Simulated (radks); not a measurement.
Values are calculated unless marked as measured or tabulated.
Q: Coulomb parameter of the 3d shell of the vanadium ion V+ in the model configuration [Ar] 3d3 4s1, as a second difference U = [E(n + 0.25) + E(n - 0.25) - 2 E(n)] / (0.25)^2 with all orbitals relaxed. "Bare": the charge of the atom changes with n. "Screened": the 4s shell takes up the change at fixed total charge, which measures U(3d,3d) + U(4s,4s) - 2 U(3d,4s). Code: a radial shooting solver on a logarithmic mesh with Libxc functionals. Model: scalar-relativistic Kohn-Sham, BLYP, spin-unpolarised, spherical densities, point nucleus. Estimate both.

A: U(bare) = 12.342 eV, U(screened by 4s) = 2.758 eV, against the Slater integral F0(3d,3d) = 18.347 eV with frozen orbitals.
